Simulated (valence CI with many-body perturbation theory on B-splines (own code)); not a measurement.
## E1 line list for Zn XVIII

Calculated by valence CI with perturbative core correlation (CI+MBPT): three valence electrons over a frozen Dirac-Fock core [Ne], radial functions for each j: 11 s, 11 p, 9 d, 7 f, 5 g, 2 h, 1 i, with the one-electron correlation potential Σ1 (screened to all orders), the two-electron term Σ2, the three-electron term Σ3, Breit, model QED; selected single and double excitations, second order for the rest (own B-spline code, finite nucleus).

No measured spectrum was set against this ion. As an estimate, levels of excited configurations hold to 0.05 to 0.15 % of their energy, terms of the ground configuration to about 0.5 %.

Lines 51 to 100 of 267 in falling wavelength, among levels below 179.39 eV, chosen from the strongest by gf and those to the six lowest levels. Wavelengths and rates use the calculated energies, so an error of 400 cm⁻¹ moves a line at 26.28 nm by 0.11 % and its rate by three times that or more. Electric multipoles are in the length gauge, E1 and E2 with the static RPA response of the core. Weak lines are less certain than strong ones. Lines between different terms over intervals too small for the method are left out, as are lines whose strength nearly cancels. The highest levels of a list are the least certain.

Names give the largest LS component (configuration and term), which can be under half, so a name can repeat, a term be missing and a line seem to break the LS rules; names also repeat where a configuration has a term twice. Letters in brackets count levels of one name in rising energy.

```csv
λ vac (nm),Upper,Lower,A (s⁻¹),S (a.u.)
26.28,3p²3d ⁴F_7/2,3s3p3d ⁴P°_5/2,4.96e+09,3.55e-01
26.18,3p³ ²P°_3/2,3s3p² ²S_1/2,2.39e+09,8.48e-02
25.30,3p²3d ⁴D_7/2,3s3p3d ⁴D°_5/2,1.66e+09,1.06e-01
25.21,3p²3d ⁴D_7/2,3s3p3d ⁴D°_7/2,3.28e+09,2.08e-01
25.10,3s3p² ²D_3/2,3s²3p ²P°_1/2,4.41e+09,1.38e-01
24.92,3p²3d ⁴F_7/2,3s3p3d ⁴F°_9/2,5.55e+09,3.39e-01
24.65,3p²3d ⁴F_5/2,3s3p3d ⁴F°_7/2,6.89e+09,3.06e-01
24.55,3p²3d ⁴F_3/2,3s3p3d ⁴F°_5/2,6.25e+09,1.83e-01
24.48,3p²3d ²D_3/2 [a],3s3p3d ²D°_3/2 [a],2.36e+09,6.83e-02
24.45,3p²3d ²F_7/2 [a],3s3p3d ⁴F°_7/2,1.58e+09,9.13e-02
24.17,3p²3d ⁴F_9/2,3s3p3d ⁴F°_9/2,1.39e+10,9.71e-01
24.05,3p²3d ⁴F_3/2,3s3p3d ⁴F°_3/2,9.75e+09,2.68e-01
23.91,3p²3d ⁴F_5/2,3s3p3d ⁴F°_5/2,7.32e+09,2.96e-01
23.89,3p²3d ⁴P_5/2,3s3p3d ⁴D°_7/2,8.84e+09,3.57e-01
23.80,3p²3d ⁴F_7/2,3s3p3d ⁴F°_7/2,8.01e+09,4.26e-01
23.74,3p³ ²D°_3/2,3s3p² ⁴P_5/2,3.89e+09,1.03e-01
23.62,3p²3d ⁴D_7/2,3s3p3d ⁴P°_5/2,4.34e+09,2.26e-01
23.60,3p²3d ²D_3/2 [a],3s3p3d ⁴D°_5/2,7.94e+09,2.06e-01
23.50,3p²3d ²D_5/2 [a],3s3p3d ²D°_5/2 [a],4.07e+09,1.56e-01
23.43,3p²3d ⁴F_5/2,3s3p3d ⁴F°_3/2,2.51e+09,9.58e-02
23.41,3p²3d ⁴P_3/2,3s3p3d ²D°_3/2 [a],3.64e+09,9.22e-02
23.41,3p²3d ²D_5/2 [a],3s3p3d ²D°_3/2 [a],1.76e+09,6.69e-02
23.22,3s3p3d ⁴F°_3/2,3s3p² ²D_3/2,3.67e+08,9.07e-03
23.15,3p²3d ²D_3/2 [b],3s3p3d ²F°_5/2 [a],9.42e+09,2.31e-01
23.11,3p²3d ⁴F_9/2,3s3p3d ⁴F°_7/2,3.26e+09,1.98e-01
23.10,3p²3d ⁴F_7/2,3s3p3d ⁴F°_5/2,3.08e+09,1.50e-01
23.07,3s3p² ²S_1/2,3s²3p ²P°_3/2,9.97e+06,1.21e-04
23.04,3p³ ²D°_5/2,3s3p² ⁴P_5/2,3.88e+08,1.41e-02
22.97,3p²3d ⁴P_1/2,3s3p3d ⁴P°_3/2,1.41e+10,1.68e-01
22.97,3p²3d ⁴P_1/2,3s3p3d ⁴P°_1/2,5.99e+09,7.17e-02
22.77,3s3p3d ⁴F°_5/2,3s3p² ²D_3/2,1.18e+07,4.13e-04
22.74,3p³ ²D°_3/2,3s3p² ⁴P_3/2,1.45e+09,3.36e-02
22.73,3p²3d ²D_5/2 [b],3s3p3d ²F°_7/2 [a],1.83e+10,6.37e-01
22.64,3p²3d ⁴P_5/2,3s3p3d ⁴D°_3/2,2.76e+09,9.49e-02
22.63,3s3p3d ²F°_7/2 [b],3s²3d ²D_5/2,3.24e+10,1.48e+00
22.63,3p²3d ²F_7/2 [b],3s3p3d ²F°_7/2 [a],1.37e+10,6.27e-01
22.61,3p²3d ⁴P_3/2,3s3p3d ⁴D°_5/2,7.66e+09,1.75e-01
22.61,3p²3d ²D_5/2 [a],3s3p3d ⁴D°_5/2,2.64e+09,9.02e-02
22.60,3p³ ⁴S°_3/2,3s3p² ⁴P_5/2,1.84e+10,4.20e-01
22.54,3p²3d ²D_5/2 [a],3s3p3d ⁴D°_7/2,8.05e+09,2.73e-01
22.52,3p²3d ⁴D_7/2,3s3p3d ⁴F°_9/2,9.31e+09,4.20e-01
22.52,3p²3d ²P_3/2 [a],3s3p3d ⁴F°_3/2,3.67e+09,8.27e-02
22.50,3p²3d ⁴D_5/2,3s3p3d ⁴F°_7/2,9.24e+09,3.12e-01
22.49,3p³ ²P°_1/2,3s3p² ²D_3/2,1.83e+10,2.05e-01
22.46,3p²3d ⁴P_5/2,3s3p3d ⁴P°_5/2,7.95e+09,2.66e-01
22.32,3p²3d ²D_3/2 [a],3s3p3d ⁴D°_3/2,4.43e+09,9.73e-02
22.27,3p³ ²P°_3/2,3s3p² ²D_5/2,1.33e+10,2.90e-01
22.20,3p²3d ⁴D_1/2,3s3p3d ⁴F°_3/2,1.56e+10,1.69e-01
22.13,3s3p3d ²F°_5/2 [b],3s²3d ²D_3/2,3.41e+10,1.09e+00
22.10,3p³ ²D°_5/2,3s3p² ⁴P_3/2,1.17e+07,3.73e-04
```
